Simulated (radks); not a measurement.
Effect of the nuclear size on the samarium ion Sm+, [Xe] 4f6 6s1. All-electron calculation, Dirac Kohn-Sham, LDA (Slater exchange, Perdew-Wang correlation), spin-unpolarised, spherical densities, finite nucleus; open shells are shared between the two j in proportion to 2j + 1; Fermi nuclear charge, rms radius 5.0819 fm. Program: a radial shooting solver on a logarithmic mesh with Libxc functionals. The rms radius is varied about that value; shifts are against it.

[
 {"rms radius (fm)": "4.1417", "total energy shift (eV)": "-5.68", "density at nucleus (e/bohr^3)": "5.575e+05", "1s1/2 shift (meV)": "-2350", "2s1/2 shift (meV)": "-297", "5s1/2 shift (meV)": "-2.30", "5p1/2 shift (meV)": "0.196", "6s1/2 shift (meV)": "-0.217", "4f7/2 shift (meV)": "0.374", "6p1/2 (empty) shift (meV)": "0.066"},
 {"rms radius (fm)": "4.7617", "total energy shift (eV)": "-2.03", "density at nucleus (e/bohr^3)": "5.393e+05", "1s1/2 shift (meV)": "-841", "2s1/2 shift (meV)": "-106", "5s1/2 shift (meV)": "-0.823", "5p1/2 shift (meV)": "0.070", "6s1/2 shift (meV)": "-0.078", "4f7/2 shift (meV)": "0.134", "6p1/2 (empty) shift (meV)": "0.024"},
 {"rms radius (fm)": "5.0819", "total energy shift (eV)": "0", "density at nucleus (e/bohr^3)": "5.31e+05", "1s1/2 shift (meV)": "0.000", "2s1/2 shift (meV)": "0.000", "5s1/2 shift (meV)": "0.000", "5p1/2 shift (meV)": "0.000", "6s1/2 shift (meV)": "0.000", "4f7/2 shift (meV)": "0.000", "6p1/2 (empty) shift (meV)": "0.000"},
 {"rms radius (fm)": "5.5291", "total energy shift (eV)": "3.01", "density at nucleus (e/bohr^3)": "5.204e+05", "1s1/2 shift (meV)": "1240", "2s1/2 shift (meV)": "157", "5s1/2 shift (meV)": "1.22", "5p1/2 shift (meV)": "-0.104", "6s1/2 shift (meV)": "0.115", "4f7/2 shift (meV)": "-0.198", "6p1/2 (empty) shift (meV)": "-0.035"},
 {"rms radius (fm)": "5.9509", "total energy shift (eV)": "6.02", "density at nucleus (e/bohr^3)": "5.114e+05", "1s1/2 shift (meV)": "2490", "2s1/2 shift (meV)": "315", "5s1/2 shift (meV)": "2.44", "5p1/2 shift (meV)": "-0.207", "6s1/2 shift (meV)": "0.230", "4f7/2 shift (meV)": "-0.397", "6p1/2 (empty) shift (meV)": "-0.070"}
]

Slopes of the eigenvalues against <r^2> in GHz/fm^2, as finite differences over the two radii next to the reference (eigenvalue slopes, not the field-shift constants of lines): 1s1/2 63800, 2s1/2 8080, 5s1/2 62.5, 5p1/2 -5.32, 6s1/2 5.91, 4f7/2 -10.2, 6p1/2 (empty) -1.80.
